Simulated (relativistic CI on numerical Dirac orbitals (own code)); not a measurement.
# Radial parameters of Bi¹²⁺

Computed by Dirac-Coulomb-Breit CI, orbitals from a KLI potential per configuration, QED by a radiative potential, unscaled Slater integrals (own radial code, finite nucleus).

Slater integrals F^k, G^k are unscaled and averaged over j, outside the closed core [Kr] 4d10 4f14; ζ comes from projecting the Hamiltonian with its Breit term on Σ l·s of the shell.

- 5s2 5p6 5d3: F^2(5d,5d) = 102120, F^4(5d,5d) = 69992, ζ(5d) = 13440 cm⁻¹; <r>(5d) = 1.038, <r^2>(5d) = 1.211 (bohr units).
- 5s2 5p6 5d2 5f: F^2(5d,5d) = 102270, F^4(5d,5d) = 70077, ζ(5d) = 13673, F^2(5d,5f) = 82620, F^4(5d,5f) = 54501, G^1(5d,5f) = 98394, G^3(5d,5f) = 61927, G^5(5d,5f) = 44667, ζ(5f) = 1144.6 cm⁻¹; <r>(5d) = 1.036, <r^2>(5d) = 1.206, <r>(5f) = 1.33, <r^2>(5f) = 2.004 (bohr units).
- 5s2 5p6 5d2 6s: F^2(5d,5d) = 102450, F^4(5d,5d) = 70210, ζ(5d) = 13754, G^2(5d,6s) = 27303 cm⁻¹; <r>(5d) = 1.033, <r^2>(5d) = 1.201, <r>(6s) = 1.537, <r^2>(6s) = 2.617 (bohr units).

(1) Give the Racah parameters of the d shell in 5s2 5p6 5d3.

In this model ζ of a weakly bound d, f or g electron outside closed shells comes out too small, for d by up to a factor of two or three and at times with the wrong sign; that of an outer p electron is too small as well.

Averages of the first 10 configurations, taken without configuration mixing, which lowers the lowest level and can move excited configurations by several eV; other configurations of the list can lie among them:

| Configuration | Parity | States | Average energy above the lowest level (eV) |
| --- | --- | --- | --- |
| 5s2 5p6 5d3 | even | 120 | 9.2 |
| 5s2 5p6 5d2 5f | odd | 630 | 88.7 |
| 5s2 5p6 5d2 6s | even | 90 | 59.3 |
| 5s2 5p5 5d4 | odd | 1260 | 92.8 |
| 5s2 5p6 5d2 6p | odd | 270 | 82.4 |
| 5s2 5p6 5d2 5g | even | 810 | 140.4 |
| 5s 5p6 5d4 | even | 420 | 162.6 |
| 5s2 5p6 5d 6s 6p | odd | 120 | 133.9 |
| 5s2 5p6 5d 5f 6s | odd | 280 | 140.4 |
| 5s2 5p6 5d2 6d | even | 450 | 112.8 |

## Answers

(1) B = F²/49 − 5F⁴/441 = 1291 cm⁻¹ and C = 35F⁴/441 = 5555 cm⁻¹.
